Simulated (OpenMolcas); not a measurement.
## Cl III: Slater's ratio, worked from levels

```json
{
 "Program": "OpenMolcas",
 "Basis": "ANO-R2 [5s4p3d1f]",
 "Scalar Hamiltonian": "X2C, finite nucleus",
 "Active space": "5 electrons in 9 orbitals (RAS2 3s 3p; RAS3 3d, at most 2 electrons)",
 "State averaging": "2S+1 = 4 odd, 1 root; 2S+1 = 2 odd, 11 roots; 2S+1 = 4 even, 3 roots; 2S+1 = 2 even, 9 roots",
 "Spin-orbit coupling": "state interaction with AMFI integrals over the reference wave functions, term energies averaged over their components"
}
```

Methods: RASSCF; MS-RASPT2, IPEA 0.25 Eh, imaginary shift 0.1 Eh (closed shells correlated: 2s 2p). Measured levels: Moore, Atomic Energy Levels, vol. I, NSRDS-NBS 35 (1971 reprint of NBS Circular 467, 1949).

**Slater's ratio.** With one set of orbitals, p3 has ²D° - ⁴S° = 9 F2 and ²P° - ²D° = 6 F2 (F2 = F²/25), a ratio of 2/3. Term energies are centres of gravity, weighted by 2J + 1.

```
   Source  ²D° - ⁴S°  ²P° - ⁴S°  F2 from the first  Ratio
   RASSCF      21850      34021               2428  0.557
MS-RASPT2      18870      31045               2097  0.645
 measured      18093      29875               2010  0.651
```

Energies in cm-1. A ratio away from 2/3 shows effects beyond one configuration with one set of orbitals, and in heavier atoms second-order spin-orbit shifts.

The run also gave levels led by 3s² 3p² 3d, which use shells meant for correlation; these and all levels above them are left out. Computed and measured levels are paired by configuration, term and J; levels that our copy of the source lacks, or whose pairing is in doubt (as where it misses far off the trend of its configuration), stay unpaired and out of the deviations. Levels of configurations outside the active space are missing.

° marks odd parity.
